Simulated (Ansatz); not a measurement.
`O[SiH2][InH][F]` + H₂ → `[F][InH][SiH3]` + H₂O at 600 K and 1 bar (hydrogenolysis of the Si–O bond).

Isolated molecules relaxed with PBE0-D4/def2-TZVP in Ansatz; ΔE leaves out vibrations. CBS: MP2 limit from def2 TZ/QZ plus the TZ coupled-cluster correction, frozen cores. This one scheme is used for every species. Elements past krypton have def2 core potentials. For In outer-core shells are correlated without core-valence functions, which leaves a few kJ/mol of doubt a bond. One conformer a species, not always the lowest.

| species | CCSD(T)/CBS energy (Eh) | H − E (kJ/mol) | S (J/(mol·K)) |
| --- | --- | --- | --- |
| `O[SiH2][InH][F]` | -656.33295 | 161.9 | 437.7 |
| H₂ | -1.17544 | 43.9 | 150.8 |
| `[F][InH][SiH3]` | -581.10508 | 134.8 | 418.0 |
| H₂O | -76.37941 | 76.8 | 212.8 |

H − E and S are ideal-gas, rigid-rotor, harmonic terms from PBE0-D4/def2-TZVP, for one conformer and one mirror image of each species. For small species the MP2-based limit differs from directly extrapolated CCSD(T) by up to some mEh (0.8 for H₂); such offsets cancel only in part. 1 Eh = 2625.50 kJ/mol, R = 8.31446 J/(mol·K).

Task: By hand: ΔE, ΔH, ΔS and ΔG.

Result: ΔE = (-581.10508) + (-76.37941) − (-656.33295) − (-1.17544) = 0.02390 Eh = 62.7 kJ/mol. Δ(H − E) = 134.8 + 76.8 − 161.9 − 43.9 = 5.8, so ΔH = 68.5 kJ/mol. ΔS = 418.0 + 212.8 − 437.7 − 150.8 = 42.3 J/(mol·K). ΔG = 68.5 − 600 × (42.3)/1000 = 43.1 kJ/mol.

Task: By hand: the equilibrium constant, and the temperature at which ΔG would vanish if ΔH and ΔS stayed fixed.

Result: log₁₀ K = −ΔG/(RT ln 10) = -3.8. ΔG = 0 at ΔH/ΔS = 1619 K.

TΔS isn't small against ΔH here. A doubt of 5 kJ/mol in ΔE shifts log₁₀ K by 0.4 here. Other conformers and mirror images would add mixing entropy, several J/(mol·K) or more a flexible species. Modes under 60 cm⁻¹, often nearly free rotors, make the harmonic entropy too high. These are equilibria of isolated gas molecules and say nothing of rates. Largest T1 diagnostic: 0.016 (customary marks: 0.02 for closed shells, 0.045 for open ones).
